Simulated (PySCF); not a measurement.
# Sr (strontium, neutral) across methods

[Kr] 5p2, high-spin 3P determinant (an excited configuration). All numbers are calculated (PySCF 2.14, scalar relativity by spin-free X2C-1e, in x2c-TZVPPall with one added diffuse shell each of s, p, d, f type (9s7p7d3f1g, 95 functions)).

```json
{"method": "BLYP", "E (hartree)": "-3179.18", "mean ε 4p α (eV)": "-24.878", "mean ε 4p β (eV)": "-24.815", "mean ε 5p α (eV)": "-2.294", "Σ⟨r²⟩ (bohr²)": "91.73", "⟨S²⟩": "2.000"}
{"method": "PBE", "E (hartree)": "-3178.71", "mean ε 4p α (eV)": "-25.108", "mean ε 4p β (eV)": "-25.009", "mean ε 5p α (eV)": "-2.527", "Σ⟨r²⟩ (bohr²)": "91.36", "⟨S²⟩": "2.000"}
{"method": "r2SCAN", "E (hartree)": "-3179.08", "mean ε 4p α (eV)": "-25.891", "mean ε 4p β (eV)": "-25.834", "mean ε 5p α (eV)": "-2.559", "Σ⟨r²⟩ (bohr²)": "93.04", "⟨S²⟩": "2.000"}
{"method": "UHF", "E (hartree)": "-3177.17660", "mean ε 4p α (eV)": "-32.344", "mean ε 4p β (eV)": "-32.172", "mean ε 5p α (eV)": "-3.741", "Σ⟨r²⟩ (bohr²)": "100.8", "⟨S²⟩": "2.000"}
{"method": "LDA", "E (hartree)": "-3174.92", "mean ε 4p α (eV)": "-25.246", "mean ε 4p β (eV)": "-25.144", "mean ε 5p α (eV)": "-2.519", "Σ⟨r²⟩ (bohr²)": "91.25", "⟨S²⟩": "2.000"}
{"method": "PBE0", "E (hartree)": "-3178.78", "mean ε 4p α (eV)": "-27.191", "mean ε 4p β (eV)": "-27.075", "mean ε 5p α (eV)": "-2.924", "Σ⟨r²⟩ (bohr²)": "92.80", "⟨S²⟩": "2.000"}
{"method": "wB97X-V", "E (hartree)": "-3178.83", "mean ε 4p α (eV)": "-29.877", "mean ε 4p β (eV)": "-29.794", "mean ε 5p α (eV)": "-3.879", "Σ⟨r²⟩ (bohr²)": "95.48", "⟨S²⟩": "2.000"}
{"method": "LC-wPBE", "E (hartree)": "-3178.72", "mean ε 4p α (eV)": "-30.306", "mean ε 4p β (eV)": "-30.222", "mean ε 5p α (eV)": "-4.078", "Σ⟨r²⟩ (bohr²)": "95.23", "⟨S²⟩": "2.000"}
```

(1) Estimate the same row for PBEsol.

## Answers

(1) E (hartree) = -3176.74; mean ε 4p α (eV) = -25.110; mean ε 4p β (eV) = -25.017; mean ε 5p α (eV) = -2.501; Σ⟨r²⟩ (bohr²) = 91.31; ⟨S²⟩ = 2.000.
